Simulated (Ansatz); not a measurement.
`CC(C)[Si]N` → `CCC(=N)[SiH3]`  (isomerisation)

Gas-phase electronic energies from Ansatz, PBE0-D4/def2-TZVP geometries. CCSD(T)/CBS is the MP2 limit (def2-TZVPP, def2-QZVPP) plus CCSD(T) − MP2 in def2-TZVPP, frozen cores. DFT in def2-TZVPP. B3LYP here is the variant with VWN-RPA as its local correlation; programs differ in this. HSE06 is defined as in plane-wave codes. Each species was taken in one conformer, which may not be the lowest.

```
             level  ΔE (kcal/mol)  difference from CCSD(T)/CBS
       LDA (SPW92)           21.6                          3.9
            PBE-D4           17.6                         -0.1
         revPBE-D4           16.8                         -0.9
           BLYP-D4           15.9                         -1.8
         r2SCAN-D4           15.9                         -1.8
           PBE0-D4           18.1                          0.4
          B3LYP-D4           16.4                         -1.3
        r2SCANh-D4           16.5                         -1.2
        r2SCAN0-D4           17.3                         -0.4
          HSE06-D4           18.1                          0.4
      CAM-B3LYP-D4           16.7                         -1.0
           ωB97M-V           19.2                          1.5
            B2PLYP           16.2                         -1.5
          PBE-QIDH           17.9                          0.2
               PBE           17.2                         -0.5
            revPBE           15.3                         -2.4
              BLYP           14.8                         -2.9
            r2SCAN           15.8                         -1.9
              PBE0           17.7                          0.0
           r2SCANh           16.4                         -1.3
           r2SCAN0           17.2                         -0.5
             HSE06           17.8                          0.1
             BHLYP           15.9                         -1.8
         CAM-B3LYP           16.3                         -1.4
           LC-ωPBE           16.6                         -1.1
RPA@PBE/def2-TZVPP           15.4                         -2.3
       HF/def2-SVP           10.5                         -7.2
      MP2/def2-SVP           14.1                         -3.6
     CCSD/def2-SVP           13.8                         -3.9
  CCSD(T)/def2-SVP           13.1                         -4.6
     HF/def2-TZVPP           11.0                         -6.7
    MP2/def2-TZVPP           17.8                          0.1
SCS-MP2/def2-TZVPP           15.4                         -2.3
   CCSD/def2-TZVPP           16.9                         -0.8
CCSD(T)/def2-TZVPP           16.6                         -1.1
     HF/def2-QZVPP           11.1                         -6.6
    MP2/def2-QZVPP           18.4                          0.7
SCS-MP2/def2-QZVPP           15.9                         -1.8
      HF/CBS(def2)           11.1                         -6.6
     MP2/CBS(def2)           18.8                          1.1
       CCSD(T)/CBS           17.7                            0
```

Largest T1 diagnostic among the species: 0.012.

From r2SCAN to r2SCAN0 (25 % exact exchange), in def2-TZVPP and without D4, ΔE moves by +1.3 kcal/mol. In def2-TZVPP, CCSD(T) changes the Hartree–Fock value by +5.7 kcal/mol (the triples alone add −0.2 kcal/mol) and MP2 by +6.8 kcal/mol.
